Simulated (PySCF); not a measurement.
A calculated (B3LYP, PySCF 2.14, pcseg-2, no relativity, point nucleus) atom or ion has these occupied shells.

| shell | electrons | orbital energy (eV) | rms radius, mean of both spins (bohr) |
| --- | --- | --- | --- |
| 1s α | 1 | -186.63 | 0.383 |
| 1s β | 1 | -186.35 | 0.383 |
| 2s α | 1 | -10.751 | 2.16 |
| 2s β | 1 | -9.593 | 2.16 |
| 2p α | 1 | -5.158 | 2.49 |

Name the element and its charge.

B (boron, neutral), in [He] 2s2 2p1, 2P determinant.
